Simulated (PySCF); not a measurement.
C₅H₆BN, SMILES C#CC1=CCB1N.

Geometry: B3LYP-D3(BJ)/def2-SVP. The structure was generated by enumeration, and PubChem lists no compound with its InChIKey, so it may never have been made. The values are those of a single conformer.

Two levels are set side by side: PBE/def2-TZVP (PySCF) and ωB97X/def2-TZVP (PySCF). Same geometry, gas phase. Differences are taken from unrounded values.

```tsv
quantity	PBE
orbital gap (eV)	3.82
highest occupied level (eV)	-5.72
lowest empty level (eV)	-1.90
dipole moment (D)	1.95
mean polarisability (bohr³)	83.6
```

**Question.** These are the PBE values. What does ωB97X give? (An estimate is asked for; the answer gives what the named calculation found.)

**Answer.** 
| quantity | ωB97X | PBE minus ωB97X |
|---|---|---|
| orbital gap (eV) | 10.09 | -6.27 |
| highest occupied level (eV) | -8.92 | 3.20 |
| lowest empty level (eV) | 1.17 | -3.07 |
| dipole moment (D) | 1.77 | 0.18 |
| mean polarisability (bohr³) | 78.7 | 4.9 |

PBE's occupied levels lie high since its potential decays too fast outside the molecule; exact exchange lowers them and widens the gap. Loosely held outer electrons make PBE densities more polarisable. Differences between two approximate levels are no errors against the true value.

Rough cost on one machine, each run with all the roots and properties that it gave: ωB97X against PBE within a factor of 2.
